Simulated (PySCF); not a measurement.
## Electron correlation in Mo (molybdenum, neutral)

Starting occupation: [Kr] 4d5 5s1, 4d3/2 with m_j = -3/2, -1/2, +1/2, +3/2, 4d5/2 with m_j = +5/2, 5s1/2 with m_j = +1/2. All numbers are calculated (PySCF 2.14, X2C-1e with screened-nucleus spin-orbit coupling, Gaussian nucleus, in x2c-SVPall-2c (6s8p6d1f, 67 functions)). Frozen: [Ar] 3d10; 14 electrons correlated; the 6 highest virtual spinors left out.

MP2 pair energies summed by pair of shells (mhartree):

| pair | energy | share (%) |
| --- | --- | --- |
| 4d-4p | -104.64 | 39.4 |
| 4p-4p | -65.67 | 24.7 |
| 4d-4d | -47.87 | 18.0 |
| 4p-4s | -15.63 | 5.9 |
| 4d-5s | -12.33 | 4.6 |
| 4p-5s | -9.69 | 3.6 |
| 4d-4s | -5.99 | 2.3 |
| 4s-4s | -3.26 | 1.2 |
| 4s-5s | -0.52 | 0.2 |

Total MP2 correlation energy: -265.60 mhartree.

The GHF reference relaxed away from the jj start to a determinant that is no pure jj level (⟨S²⟩ = 12.00, ⟨J²⟩ = 12.00); the energies belong to that determinant.

This basis was not built for core-valence correlation, so the inner-shell part is incomplete.
